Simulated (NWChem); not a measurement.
**Total energies of H2B**

SMILES: [BH2]
```xyz
3

B      0.0000     0.0000     0.1478
H      1.0882     0.0000    -0.3696
H     -1.0882     0.0000    -0.3696
```
Charge 0, spin multiplicity 2.

Everything below was run with NWChem. The geometry was optimised at UPBE0/def2-SVP, a minimum by its harmonic frequencies.

Basis set: 6-31G* (18 functions).

```tsv
method	total energy (Ha)
UHF	-25.74869
UMP2	-25.80314
UB2PLYP	-25.88645
UPBE	-25.87125
UB3LYP	-25.93401
UBHandHLYP	-25.91551
```

Total energies of different functionals aren't comparable as a measure of quality: only differences taken within one method are. 

The correlated methods keep 1 core orbital frozen. B3LYP has NWChem's definition, with VWN1-RPA local correlation. The Pople sets run with spherical d functions. The structure started from a generated list of species. The unpaired electrons of the parent sit in orbitals of symmetry a1 (C2v labels of the run); other states weren't searched. No SCF solution was tested for a lower state. Open-shell Hartree-Fock references start from PBE0 orbitals.
